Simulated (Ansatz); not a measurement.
`[SiH2]1[SiH2][GeH2][SiH2][GeH2][SiH2]1`, 18 atoms. The species carries charge 0 and has multiplicity 1. Correlated methods include outer-core shells of Ge, which these sets cover unevenly. Scalar relativity is left out up to krypton. All runs use 6 threads of an AMD EPYC 7R13 on a shared host and a share of an NVIDIA H100 80 GB. Correlated methods freeze the cores. Open-shell runs search over several starts.

**Question.** How many basis functions does each run have, and how long does it take in Ansatz? UKS ωB97M-V/def2-TZVPP energy of the cation; RHF-MP2/def2-QZVPP energy; RKS BHLYP-D4/def2-TZVPP energy; UKS r2SCAN-D4/def2-TZVPP energy of the cation; RKS PBE0-D4/def2-SVP energy; RKS ωB97M-V/def2-SVP energy; RKS ωB97M-V/def2-QZVPP energy; direct RPA on PBE orbitals/def2-TZVPP energy; RKS PBE-D4/def2-TZVPP energy and forces; UKS ωB97X-V/def2-TZVPP energy of the cation; RKS PBE-QIDH (frozen core)/def2-TZVPP energy; UKS B3LYP-D4/def2-TZVPP energy of the cation. (Best estimate.)

**Answer.** Computed: Other jobs shared the machine, so times are rough.

| level | job | functions | wall time | peak host memory (GiB) |
| --- | --- | --- | --- | --- |
| RKS ωB97M-V/def2-SVP | energy | 196 | 2.6 s | 0.96 |
| RKS PBE-D4/def2-TZVPP | energy and forces | 432 | 2.8 s | 0.95 |
| RKS PBE0-D4/def2-SVP | energy | 196 | 4.8 s | 0.85 |
| RHF-MP2/def2-QZVPP | energy | 818 | 6 s | 1.5 |
| RKS BHLYP-D4/def2-TZVPP | energy | 432 | 6.5 s | 0.96 |
| direct RPA on PBE orbitals/def2-TZVPP | energy | 432 | 8 s | 2 |
| RKS ωB97M-V/def2-QZVPP | energy | 818 | 9 s | 1.6 |
| UKS r2SCAN-D4/def2-TZVPP | energy of the cation | 432 | 11 s | 1.3 |
| UKS ωB97X-V/def2-TZVPP | energy of the cation | 432 | 11 s | 1.4 |
| UKS ωB97M-V/def2-TZVPP | energy of the cation | 432 | 11 s | 1.5 |
| UKS B3LYP-D4/def2-TZVPP | energy of the cation | 432 | 19 s | 1.1 |
| RKS PBE-QIDH (frozen core)/def2-TZVPP | energy | 432 | 20 s | 2 |

B3LYP here is the variant with VWN-RPA as its local correlation; programs differ in this.
